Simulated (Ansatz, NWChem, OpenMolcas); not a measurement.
# Abstraction of F: AlCl2F + BCl2 → AlCl2 + BCl2F

Gas-phase species: AlCl2F `[F][Al]([Cl])[Cl]`, singlet; BCl2 `Cl[B]Cl`, doublet; AlCl2 `[Cl][Al][Cl]`, doublet; BCl2F (dichlorofluoroborane) `FB(Cl)Cl`, singlet. A radical takes F: the energy is the difference in strength between the Al–F bond broken and the B–F bond made.

Shapes, held fixed at every level: PBE0-D4/def2-TZVP. Programs: Ansatz 0.2.0, NWChem 7.3.0, OpenMolcas 26.06. A level may come from different programs for different species; with the same settings they agree closely. The zero-point and thermal change to 298 K, harmonic and unscaled (PBE0-D4/def2-TZVP), is +3.0 kJ/mol.

| level | kind | ΔH(298 K) (kJ/mol) |
| --- | --- | --- |
| HF/def2-SVP | Hartree–Fock | -54.7 |
| r2SCAN/STO-3G | meta-GGA | -156.6 |
| PBE0/def2-SVP | global hybrid | -77.2 |
| CAM-B3LYP/STO-3G | range-separated hybrid | -169.9 |
| RPA@PBE/STO-3G | RPA | -161.7 |
| BCCD(T)/STO-3G | coupled cluster or CI | -156.1 |
| CCSDTQ/STO-3G | coupled cluster or CI | -155.5 |
| B3LYP/6-31G* (Cartesian functions) | global hybrid | -66.6 |

B3LYP/6-31G* (Cartesian functions) gives ΔH(298 K) = -66.6 kJ/mol; the levels span -169.9 to -54.7. The median of the levels is -155.8. No measured value is set beside it here. Open shells run unrestricted. B3LYP/6-31G* (Cartesian functions) lies outside the range of the other correlated levels here, so it shouldn't be taken on trust. Rows in sets without polarisation functions are far from converged.
